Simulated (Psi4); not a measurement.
Input file for Psi4: SAPT0/jun-cc-pV(D+d)Z on CH9AlN2 (a complex), monomers drawn apart or pushed together.

```
memory 3675 MB

molecule dimer {
0 1
C    -0.50060950   -0.40744734    1.56201586
N    -0.35294685    0.28769917    0.29149530
Al    0.81695944   -0.00879326   -1.00557997
H    -0.35640435    0.25774005    2.41985788
H     0.24624773   -1.20005822    1.63602003
H    -1.48544535   -0.87618195    1.66539196
H    -1.03470934    1.02621013    0.18673627
H     0.73648686    0.91151431   -2.28393564
H     1.86112229   -1.17196098   -0.79044003
--
0 1
N    -0.19441262    0.25105924    7.86012568
H     0.31964739   -0.46683528    7.36249010
H    -1.16012624    0.19402200    7.55779981
H     0.16608584    1.14735235    7.55326059
units angstrom
symmetry c1
no_reorient
no_com
}

set {
  basis jun-cc-pV(D+d)Z
  scf_type df
  freeze_core true
}

energy('sapt0')
```

Program output:

```
[...]
==> Input File <==

--------------------------------------------------------------------------
memory 3675 MB

molecule dimer {
0 1
C    -0.50060950   -0.40744734    1.56201586
N    -0.35294685    0.28769917    0.29149530
Al    0.81695944   -0.00879326   -1.00557997
H    -0.35640435    0.25774005    2.41985788
H     0.24624773   -1.20005822    1.63602003
H    -1.48544535   -0.87618195    1.66539196
H    -1.03470934    1.02621013    0.18673627
H     0.73648686    0.91151431   -2.28393564
H     1.86112229   -1.17196098   -0.79044003
--
0 1
N    -0.19441262    0.25105924    7.86012568
H     0.31964739   -0.46683528    7.36249010
H    -1.16012624    0.19402200    7.55779981
H     0.16608584    1.14735235    7.55326059
units angstrom
symmetry c1
no_reorient
no_com
}

set {
  basis jun-cc-pV(D+d)Z
  scf_type df
  freeze_core true
}

energy('sapt0')
--------------------------------------------------------------------------


   => Loading Basis Set <=

    Name: JUN-CC-PV(D+D)Z
    Role: ORBITAL
    Keyword: BASIS
    atoms 1          entry C          line   188 file jun-cc-pv_dpd_z.gbs
    atoms 2, 10      entry N          line   222 file jun-cc-pv_dpd_z.gbs
    atoms 3          entry AL         line   500 file jun-cc-pv_dpd_z.gbs
    atoms 4-9, 11-13 entry H          line    60 file jun-cc-pv_dpd_z.gbs

   => Loading Basis Set <=

    Name: JUN-CC-PV(D+D)Z
    Role: ORBITAL
    Keyword: BASIS
    atoms 1          entry C          line   188 file jun-cc-pv_dpd_z.gbs
    atoms 2, 10      entry N          line   222 file jun-cc-pv_dpd_z.gbs
    atoms 3          entry AL         line   500 file jun-cc-pv_dpd_z.gbs
    atoms 4-9, 11-13 entry H          line    60 file jun-cc-pv_dpd_z.gbs


  //>>>>>>>>>>>>>>>>>>>>>>>>>>>>>>>>>>>//
  //              Dimer HF             //
  //<<<<<<<<<<<<<<<<<<<<<<<<<<<<<<<<<<<//

   => Libint2 <=

    Primary   basis highest AM E, G, H:  7, 6, 3
    Auxiliary basis highest AM E, G, H:  7, 7, 4
    Onebody   basis highest AM E, G, H:  -, -, -
    Solid Harmonics ordering:            Gaussian


   => Loading Basis Set <=

    Name: JUN-CC-PV(D+D)Z
    Role: ORBITAL
    Keyword: BASIS
    atoms 1          entry C          line   188 file jun-cc-pv_dpd_z.gbs
    atoms 2, 10      entry N          line   222 file jun-cc-pv_dpd_z.gbs
    atoms 3          entry AL         line   500 file jun-cc-pv_dpd_z.gbs
    atoms 4-9, 11-13 entry H          line    60 file jun-cc-pv_dpd_z.gbs


         ---------------------------------------------------------
                                   SCF
               by Justin Turney, Rob Parrish, Andy Simmonett
                          and Daniel G. A. Smith
                              RHF Reference
                        2 Threads,   3504 MiB Core
         ---------------------------------------------------------

  ==> Geometry <==

    Molecular point group: c1
    Full point group: C1

    Geometry (in Angstrom), charge = 0, multiplicity = 1:

       Center              X                  Y                   Z               Mass
    ------------   -----------------  -----------------  -----------------  -----------------
         C           -0.500609500000    -0.407447340000     1.562015860000    12.000000000000
         N           -0.352946850000     0.287699170000     0.291495300000    14.003074004430
         AL           0.816959440000    -0.008793260000    -1.005579970000    26.981538530000
         H           -0.356404350000     0.257740050000     2.419857880000     1.007825032230
         H            0.246247730000    -1.200058220000     1.636020030000     1.007825032230
         H           -1.485445350000    -0.876181950000     1.665391960000     1.007825032230
         H           -1.034709340000     1.026210130000     0.186736270000     1.007825032230
         H            0.736486860000     0.911514310000    -2.283935640000     1.007825032230
         H            1.861122290000    -1.171960980000    -0.790440030000     1.007825032230
         N           -0.194412620000     0.251059240000     7.860125680000    14.003074004430
         H            0.319647390000    -0.466835280000     7.362490100000     1.007825032230
         H           -1.160126240000     0.194022000000     7.557799810000     1.007825032230
         H            0.166085840000     1.147352350000     7.553260590000     1.007825032230

  Running in c1 symmetry.

  Rotational constants: A =      0.43288  B =      0.01498  C =      0.01475 [cm^-1]
  Rotational constants: A =  12977.40451  B =    449.18348  C =    442.24987 [MHz]
  Nuclear repulsion =  134.729062017918949

  Charge       = 0
  Multiplicity = 1
  Electrons    = 42
  Nalpha       = 21
  Nbeta        = 21

  ==> Algorithm <==

  SCF Algorithm Type is DF.
  DIIS enabled.
  MOM disabled.
  Fractional occupation disabled.
  Guess Type is SAD.
  Energy threshold   = 1.00e-08
  Density threshold  = 1.00e-08
  Integral threshold = 1.00e-12

  ==> Primary Basis <==

  Basis Set: JUN-CC-PV(D+D)Z
    Blend
[...]
    123A     11.565064   124A     18.447559   125A     25.292366
     126A     88.310829

    Final Occupation by Irrep:
              A
    DOCC [     5 ]
    NA   [     5 ]
    NB   [     5 ]

  @DF-RHF Final Energy:   -56.20274272344655

   => Energetics <=

    Nuclear Repulsion Energy =             11.9361899654796257
    One-Electron Energy =                 -99.5204115249012347
    Two-Electron Energy =                  31.3814788359750523
    Total Energy =                        -56.2027427234465549

Computation Completed


Properties will be evaluated at   0.000000,   0.000000,   0.000000 [a0]

Properties computed using the SCF density matrix


 Multipole Moments:

 ------------------------------------------------------------------------------------
     Multipole            Electronic (a.u.)      Nuclear  (a.u.)        Total (a.u.)
 ------------------------------------------------------------------------------------

 L = 1.  Multiply by 2.5417464519 to convert [e a0] to [Debye]
 Dipole X            :          3.7888445           -3.8461243           -0.0572799
 Dipole Y            :         -4.8983767            4.9736718            0.0752951
 Dipole Z            :       -147.1379185          146.4432494           -0.6946691
 Magnitude           :                                                    0.7010816

 ------------------------------------------------------------------------------------

  Constructing Basis Sets for SAPT...

   => Loading Basis Set <=

    Name: (JUN-CC-PV(D+D)Z AUX)
    Role: RIFIT
    Keyword: DF_BASIS_SAPT
    atoms 1          entry C          line   100 file jun-cc-pvdz-ri.gbs
    atoms 2, 10      entry N          line   144 file jun-cc-pvdz-ri.gbs
    atoms 3          entry AL         line   320 file jun-cc-pvdz-ri.gbs
    atoms 4-9, 11-13 entry H          line    30 file jun-cc-pvdz-ri.gbs

   => Loading Basis Set <=

    Name: (JUN-CC-PV(D+D)Z AUX)
    Role: JKFIT
    Keyword: DF_BASIS_ELST
    atoms 1          entry C          line   146 file jun-cc-pvdz-jkfit.gbs
    atoms 2, 10      entry N          line   202 file jun-cc-pvdz-jkfit.gbs
    atoms 3          entry AL         line   426 file jun-cc-pvdz-jkfit.gbs
    atoms 4-9, 11-13 entry H          line    70 file jun-cc-pvdz-jkfit.gbs


  //>>>>>>>>>>>>>>>>>>>>>>>>>>>>>>>>>>>//
  //               SAPT0               //
  //<<<<<<<<<<<<<<<<<<<<<<<<<<<<<<<<<<<//



        SAPT0
    Ed Hohenstein
     6 June 2009

      Orbital Information
  --------------------------
    NSO        =       126
    NMO        =       126
    NRI        =       406
    NRI (Elst) =       565
    NOCC A     =        16
    NOCC B     =         5
    FOCC A     =         7
    FOCC B     =         1
    NVIR A     =       110
    NVIR B     =       121

    Elst10,r            =     0.000060038070 [Eh]
    Exch10              =     0.000000538434 [Eh]
    Exch10 (S^2)        =     0.000000538434 [Eh]

    Maxiter = 50
    CPHF R converge = 1.000000E-08

    Iter     Energy [mEh]          dE [mEh]         Residual      Time [s]
       1      -0.00217677       0.002176774     2.897992e-04             0
       2      -0.00282656       0.000649781     1.178986e-04             0
       3      -0.00291077       0.000084219     2.925829e-05             0
       4      -0.00290608      -0.000004690     1.291539e-05             0
       5      -0.00289954      -0.000006548     3.407115e-06             0
       6      -0.00289966       0.000000126     1.271168e-06             0
       7      -0.00290030       0.000000636     2.900241e-07             0
       8      -0.00290025      -0.000000048     6.024720e-08             0
       9      -0.00290024      -0.000000014     1.068796e-08             0
      10      -0.00290024       0.000000004     2.128095e-09             0

    CHF Iterations converged

    Maxiter = 50
    CPHF R converge = 1.000000E-08

    Iter     Energy [mEh]          dE [mEh]         Residual      Time [s]
       1      -0.00012695       0.000126945     6.126344e-05             0
       2      -0.00014816       0.000021215     3.505175e-05             0
       3      -0.00015564       0.000007477     8.836985e-06             0
       4      -0.00015532      -0.000000316     2.313680e-06             0
       5      -0.00015495      -0.000000370     3.743608e-07             0
       6      -0.00015503       0.000000084     5.939206e-08             0
       7      -0.00015503      -0.000000008     1.349008e-08             0
       8      -0.00015503       0.000000001     2.358704e-09             0

    CHF Iterations converged

    Ind20,r (A<-B)      =    -0.000002900240 [Eh]
    Ind20,r (B<-A)      =    -0.000000155027 [Eh]
    Ind20,r             =    -0.000003055267 [Eh]
    Exch-Ind20,r (A<-B) =     0.000000023940 [Eh]
    Exch-Ind20,r (B<-A) =     0.000000033004 [Eh]
    Exch-Ind20,r        =     0.000000056944 [Eh]
    Disp20              =    -0.000037360322 [Eh]
    Disp20 (SS)         =    -0.000018680161 [Eh]
    Disp20 (OS)         =    -0.000018680161 [Eh]
    Exch-Disp20         =     0.000000095489 [Eh]
    Exch-Disp20 (SS)    =     0.000000067516 [Eh]
    Exch-Disp20 (OS)    =     0.000000027972 [Eh]

    SAPT Results
  --------------------------------------------------------------------------------------------------------
    Electrostatics                  0.06003807 [mEh]       0.03767446 [kcal/mol]       0.15762993 [kJ/mol]
      Elst10,r                      0.06003807 [mEh]       0.03767446 [kcal/mol]       0.15762993 [kJ/mol]

    Exchange                        0.00053843 [mEh]       0.00033787 [kcal/mol]       0.00141366 [kJ/mol]
      Exch10                        0.00053843 [mEh]       0.00033787 [kcal/mol]       0.00141366 [kJ/mol]
      Exch10(S^2)                   0.00053843 [mEh]       0.00033787 [kcal/mol]       0.00141366 [kJ/mol]

    Induction                      -0.00301740 [mEh]      -0.00189344 [kcal/mol]      -0.00792217 [kJ/mol]
      Ind20,r                      -0.00305527 [mEh]      -0.00191721 [kcal/mol]      -0.00802160 [kJ/mol]
      Exch-Ind20,r                  0.00005694 [mEh]       0.00003573 [kcal/mol]       0.00014951 [kJ/mol]
      delta HF,r (2)               -0.00001907 [mEh]      -0.00001197 [kcal/mol]      -0.00005008 [kJ/mol]

    Dispersion                     -0.03726483 [mEh]      -0.02338404 [kcal/mol]      -0.09783881 [kJ/mol]
      Disp20                       -0.03736032 [mEh]      -0.02344396 [kcal/mol]      -0.09808951 [kJ/mol]
      Exch-Disp20                   0.00009549 [mEh]       0.00005992 [kcal/mol]       0.00025071 [kJ/mol]
      Disp20 (SS)                  -0.01868016 [mEh]      -0.01172198 [kcal/mol]      -0.04904476 [kJ/mol]
      Disp20 (OS)                  -0.01868016 [mEh]      -0.01172198 [kcal/mol]      -0.04904476 [kJ/mol]
      Exch-Disp20 (SS)              0.00006752 [mEh]       0.00004237 [kcal/mol]       0.00017726 [kJ/mol]
      Exch-Disp20 (OS)              0.00002797 [mEh]       0.00001755 [kcal/mol]       0.00007344 [kJ/mol]

  Total HF                          0.05755911 [mEh]       0.03611889 [kcal/mol]       0.15112142 [kJ/mol]
  Total SAPT0                       0.02029427 [mEh]       0.01273485 [kcal/mol]       0.05328261 [kJ/mol]

  Special recipe for scaled SAPT0 (see Manual):
    Electrostatics sSAPT0           0.06003807 [mEh]       0.03767446 [kcal/mol]       0.15762993 [kJ/mol]
    Exchange sSAPT0                 0.00053843 [mEh]       0.00033787 [kcal/mol]       0.00141366 [kJ/mol]
    Induction sSAPT0               -0.00301740 [mEh]      -0.00189344 [kcal/mol]      -0.00792217 [kJ/mol]
    Dispersion sSAPT0              -0.03726483 [mEh]      -0.02338404 [kcal/mol]      -0.09783881 [kJ/mol]
  Total sSAPT0                      0.02029427 [mEh]       0.01273485 [kcal/mol]       0.05328261 [kJ/mol]
  --------------------------------------------------------------------------------------------------------



*** Psi4 exiting successfully. Buy a developer a beer!
```

The run finished.

Cost: roughly 9 core-seconds.
